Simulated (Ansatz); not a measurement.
Two structures of Si2NH9S, closed shell, reached by relaxing down either side of one saddle point (PBE0-D4/def2-TZVP). Energies are electronic, without zero-point energy. Program: Ansatz 0.2.0. Basis: def2-TZVPP and def2-QZVPP. Cores are frozen in the correlated methods. Extrapolation: Hartree–Fock as exp(−7.88 √X), correlation as X^−2.97. First:

Si1  (-1.436, 0.430, 1.281)
S2  (0.614, 0.384, 1.931)
H3  (-1.893, -0.932, 1.643)
H4  (-2.162, 1.488, 2.025)
N5  (-1.738, 0.731, -0.373)
H6  (2.735, -1.428, -0.167)
Si7  (1.791, -1.112, -1.263)
H8  (0.859, 1.675, 1.652)
H9  (-1.356, 0.126, -1.083)
H10  (-1.821, 1.678, -0.705)
H11  (0.448, -1.672, -0.958)
H12  (1.683, 0.356, -1.453)
H13  (2.278, -1.725, -2.528)
(Å)

Second:

Si1  (-0.981, 0.236, 0.056)
S2  (1.383, -0.132, 2.903)
H3  (-1.384, -0.820, 1.020)
H4  (-0.656, 1.500, 0.771)
N5  (-2.353, 0.548, -0.951)
H6  (2.267, -0.987, 2.367)
Si7  (0.901, -0.469, -1.170)
H8  (2.044, 0.933, 2.424)
H9  (-2.854, -0.234, -1.344)
H10  (-2.316, 1.306, -1.614)
H11  (0.604, -1.760, -1.856)
H12  (1.198, 0.535, -2.234)
H13  (2.145, -0.655, -0.373)
(Å)

Which bonds change from the first to the second?

SiNH₅S ([NH2][SiH2][SH]) + SiH₄ → Si₂NH₇ ([NH2][SiH2][SiH3]) + H₂S; bonds formed: Si1–Si7, S2–H6; bonds broken: Si1–S2, H6–Si7.

Give the saddle point's structure and its height above each. (To be estimated.)

Computed: 2.654 eV above the first and 1.858 eV above the second (CCSD(T) at an estimated basis limit (MP2 extrapolated from triple and quadruple zeta, plus CCSD(T) − MP2 in triple zeta)).
Si1  (-0.749, 0.240, 0.677)
S2  (0.955, -0.163, 2.530)
H3  (-1.387, -0.917, 1.333)
H4  (-0.614, 1.670, 1.016)
N5  (-1.732, 0.379, -0.739)
H6  (0.879, -0.337, 0.705)
Si7  (1.058, -0.566, -1.030)
H8  (1.694, 0.941, 2.333)
H9  (-2.187, -0.407, -1.175)
H10  (-1.734, 1.197, -1.327)
H11  (0.291, -1.676, -1.645)
H12  (1.067, 0.645, -1.888)
H13  (2.459, -1.009, -0.790)
(Å)

T1 diagnostic: at most 0.014.

Labels in which every atom is bracketed show which atoms are joined, not bond orders.

For scale, one of the runs: CCSD(T)/def2-TZVPP, 283 basis functions, launched by `ansatz run in.yaml --threads 8 --pin off --events-out ev --progress --plain --max-ram 19148MiB`. The run took 74 s on 8 CPU threads of an AMD EPYC 7R43 (shared host), with 7.6 GiB of host memory at its peak.
